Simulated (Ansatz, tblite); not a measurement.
Adding an electron: the cluster Cu2F⁺. The state is a singlet with charge 1. Geometry: PBE-D4/def2-TZVP. Ansatz, gas phase; energy differences of separate SCF runs; the reduced species was run as a doublet alone.

Cartesian coordinates in Å:
```
Cu -1.739 0.095 0.676
Cu 1.736 -0.099 -0.681
F 0.002 0.004 0.005
```

The xTB rows come from tblite. The structure comes from a short search, and lower isomers may exist.

```csv
level,−HOMO (eV),−LUMO (eV),vertical EA (eV),HOMO–LUMO gap (eV)
GFN1-xTB,16.12,13.57,10.80,2.55
GFN2-xTB,15.39,10.20,8.04,5.18
r2SCAN-D4/def2-TZVP,10.63,8.41,6.29,2.22
```

Q: Estimate the rows for PBE-D4/def2-TZVP, PBE0-D4/def2-TZVP.

A: 
| level | −HOMO (eV) | −LUMO (eV) | vertical EA (eV) | HOMO–LUMO gap (eV) |
| --- | --- | --- | --- | --- |
| PBE-D4/def2-TZVP | 10.70 | 8.91 | 6.51 | 1.79 |
| PBE0-D4/def2-TZVP | 12.36 | 7.55 | 5.86 | 4.80 |

 Raw xTB energy differences between charge states are shifted by several eV; the methods need an empirical correction for them.
